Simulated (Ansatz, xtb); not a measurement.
# Two isomers of BGe2H9Si

Structure X is `B[SiH2][GeH2][GeH3]`, a singlet and structure Y is `[BH2][Ge@@H]([SiH3])[GeH3]`, a singlet. Both are isolated molecules in the gas phase, relaxed with PBE-D3(BJ)/def2-SVP; the shapes shown needn't be the lowest conformers.

X (Å):

```
atom    x (Å)    y (Å)    z (Å)
   B   1.6589   1.7640   0.9808
  Ge  -0.1245  -0.9945   0.8197
  Ge   1.9483  -2.2787   0.7666
  Si   0.1562   1.0742   2.0669
   H   2.8002   1.4217   1.2278
   H   1.4523   2.3977  -0.0366
   H  -1.1589   1.8056   2.0137
   H   0.4537   0.6543   3.4821
   H  -0.5873  -0.6848  -0.6312
   H  -1.2484  -1.8218   1.5090
   H   1.7298  -3.6778   0.1313
   H   2.4908  -2.4646   2.2081
   H   3.0112  -1.5121  -0.0642
```

Y (Å):

```
atom    x (Å)    y (Å)    z (Å)
   B   3.1218  -1.0662  -0.0819
  Ge   1.2050  -1.1834  -0.7658
  Ge   1.1540   0.1121  -2.8561
  Si  -0.3561  -0.0113   0.6289
   H   3.5532   0.0210   0.2507
   H   3.8532  -2.0354  -0.0351
   H   0.6724  -2.6090  -1.0870
   H   0.1189   1.4064   0.8019
   H  -1.7166   0.0054  -0.0153
   H  -0.4736  -0.6527   1.9858
   H   1.5797   1.5764  -2.5699
   H  -0.2900   0.1129  -3.4268
   H   2.1092  -0.4861  -3.9229
```

Estimate which is lower in electronic energy at CCSD(T)/def2-SVP + ΔMP2/def2-TZVPP, and by roughly how much.

The CCSD(T)/def2-SVP + ΔMP2/def2-TZVPP calculation puts structure Y lower, by 0.165 eV.

Level by level:

```json
{"level": "GFN2-xTB", "geometry": "GFN2-xTB", "E(Y) − E(X) (eV)": "−0.216", "departure from the last row (eV)": "−0.050", "job, with rough time for the two": "optimisation, 0.73 s"}
{"level": "HF/STO-3G", "geometry": "GFN2-xTB", "E(Y) − E(X) (eV)": "−0.201", "departure from the last row (eV)": "−0.036", "job, with rough time for the two": "single point, 2.1 s"}
{"level": "r2SCAN-D4/def2-SVP", "geometry": "GFN2-xTB", "E(Y) − E(X) (eV)": "−0.132", "departure from the last row (eV)": "+0.033", "job, with rough time for the two": "single point, 11 s"}
{"level": "PBE-D3(BJ)/def2-SVP", "geometry": "PBE-D3(BJ)/def2-SVP", "E(Y) − E(X) (eV)": "−0.074", "departure from the last row (eV)": "+0.091", "job, with rough time for the two": "optimisation, 1.9 min"}
{"level": "HF/def2-SVP", "geometry": "PBE-D3(BJ)/def2-SVP", "E(Y) − E(X) (eV)": "−0.171", "departure from the last row (eV)": "−0.006", "job, with rough time for the two": "part of the CCSD(T) run"}
{"level": "MP2/def2-SVP", "geometry": "PBE-D3(BJ)/def2-SVP", "E(Y) − E(X) (eV)": "−0.162", "departure from the last row (eV)": "+0.004", "job, with rough time for the two": "part of the CCSD(T) run"}
{"level": "CCSD(T)/def2-SVP", "geometry": "PBE-D3(BJ)/def2-SVP", "E(Y) − E(X) (eV)": "−0.130", "departure from the last row (eV)": "+0.035", "job, with rough time for the two": "single point"}
{"level": "CCSD(T)/def2-SVP + ΔMP2/def2-TZVPP", "geometry": "PBE-D3(BJ)/def2-SVP", "E(Y) − E(X) (eV)": "−0.165", "departure from the last row (eV)": "", "job, with rough time for the two": "single point, 4.2 min"}
```

As drawn, Y has 1 B–Ge, 1 Si–H in place of 1 B–Si, 1 Ge–H.

The levels shown agree on the order. The largest departure from CCSD(T)/def2-SVP + ΔMP2/def2-TZVPP is that of PBE-D3(BJ)/def2-SVP, 0.091 eV. The last row adds to CCSD(T) the change of the MP2 difference between the two basis sets, here −0.035 eV.

With thermal terms from frequencies at re-optimised GFN2-xTB minima (ideal gas, soft modes damped towards free rotors, one conformer each, 298.15 K, 1 atm): on the last row, ΔE + ΔZPE = −0.146, ΔH = −0.142, ΔG = −0.151 eV.

The correlated steps freeze 24 core orbitals; the filled d shell of Ge is correlated, in a basis made for valence electrons. Mirror images aren't counted in ΔG. Programs: Ansatz 0.2.0, xtb 6.7.1; the last row on 2 threads of AMD EPYC (Zen 3) on a shared host.
